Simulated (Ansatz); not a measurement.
Basis-set extrapolation for CH6F2OSSi2, SMILES `CO[SiH](F)S[SiH2]F` (PBE0-D4/def2-TZVP geometry, frozen core, Ansatz). Multiplicity 1, RHF reference.

|  | def2-TZVPP | def2-QZVPP |
| --- | --- | --- |
| HF | -1290.916612 | -1290.961852 |
| MP2 correlation | -1.318405 | -1.433409 |
| CCSD(T) correlation | -1.416321 | not run |

Energies in hartree. Use E(X) = E(∞) + A·exp(−7.88·√X) for Hartree–Fock and E(X) = E(∞) + B·X^(−2.97) for correlation, with X = 3 and 4, and add CCSD(T) minus MP2 of the smaller set to the MP2 limit.

Problem. What is the CCSD(T) energy at the basis-set limit?

Solution. HF limit: -1290.961852 + (-0.045240) × 0.13774 = -1290.96808. MP2 limit: -1.433409 + (-0.115004) × 0.74074 = -1.51860. Higher-order term: -1.416321 − (-1.318405) = -0.09792. Total: -1292.58460 hartree, 660.8 kJ/mol below CCSD(T)/def2-TZVPP.
